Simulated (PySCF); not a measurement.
C2F3, SMILES [C](=C(F)F)F, multiplicity 2. Coordinates come from a PBE-D3(BJ)/def2-SVP optimisation. The isomer is the one that the SMILES or the coordinates give; other isomers of the formula were not compared.

Give the equilibrium geometry at PBE-D3(BJ)/def2-SVP (PySCF confirms it by a frequency run) as a Z-matrix, and its point group. (The exact figures need the calculation; the answer reports its results.)

point group Cs.
```
C
F 1 1.3241
F 1 1.3324 2 112.17
C 1 1.3330 2 122.78 3 180.00
F 4 1.3091 1 130.16 2 180.00
```
Charge 0, spin multiplicity 2.
